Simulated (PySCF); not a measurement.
## Indirect couplings

Geometry (Å), atoms numbered from 1 in this order:
```xyz
16

F     2.574   -1.115   -1.050
C     2.108   -0.221   -0.127
C     0.656   -0.381    0.101
C    -0.223   -1.214   -0.456
C    -1.580   -0.779    0.131
C    -1.915    0.599   -0.480
C    -1.037    1.433    0.076
C    -0.201    0.534    1.010
O    -1.184   -0.389    1.438
H     2.669   -0.358    0.817
H     2.320    0.806   -0.485
H    -0.052   -1.980   -1.210
H    -2.382   -1.527    0.152
H    -2.668    0.794   -1.243
H    -0.877    2.496   -0.104
H     0.306    1.018    1.855
```

Method: B3LYP/pcJ-1 (spin–dipole term only in couplings to heteroatoms)//PBE0-D3(BJ)/def2-SVP, PySCF 2.14; isolated molecule, single conformer, non-relativistic. Couplings are averaged over pairs made equivalent by symmetry, fast rotation or ring inversion, so a value needn't be that of the named pair in this geometry, while other rotamers aren't included; one pair stands for each set, and the list holds a selection of those of at least 0.8 Hz over up to four bonds, among pairs with at least one F or H atom (others weren't computed). One-bond C–F couplings come out tens of Hz too large with common functionals.

Isotopes: ¹⁹F, ¹³C, ¹H, ¹⁷O. Couplings to quadrupolar nuclei such as 17O and 33S are rarely resolved in practice.

```tsv
pair	bonds	J (Hz)
F1, C2	1	-243.4
C2, H10	1	154.9
C2, H11	1	150.7
C4, H12	1	193.5
C5, H13	1	?
C6, H14	1	190.3
C7, H15	1	190.6
C8, H16	1	167.6
C3, H12	2	3.5
C5, H12	2	10.8
C5, H14	2	10.7
C6, H15	2	?
O9, H16	2	-10.6
H10, H11	2	-19.9
F1, C8	3	?
C2, H12	3	?
C3, H15	3	?
C4, H10	3	6.5
C4, H11	3	?
C5, H15	3	8.0
C5, H16	3	10.2
C7, H13	3	?
O9, H12	3	-1.0
O9, H14	3	-0.9
H13, H14	3	2.1
H11, H12	4	?
```

Estimate the withheld couplings, with signs.

## Answers


- ¹J(C5,H13) = 170.5 Hz (bond length 1.097 Å, sp3 carbon)
- ²J(C6,H15) = 4.7 Hz (angle at C7 130°)
- ³J(F1,C8) = 4.6 Hz (dihedral angle 176°)
- ³J(C2,H12) = 3.6 Hz (dihedral angle 1°)
- ³J(C3,H15) = 1.0 Hz (dihedral angle 107°)
- ³J(C4,H11) = 7.8 Hz (dihedral angle 119°)
- ³J(C7,H13) = 3.7 Hz (dihedral angle 156°)
- ⁴J(H11,H12) = -4.3 Hz
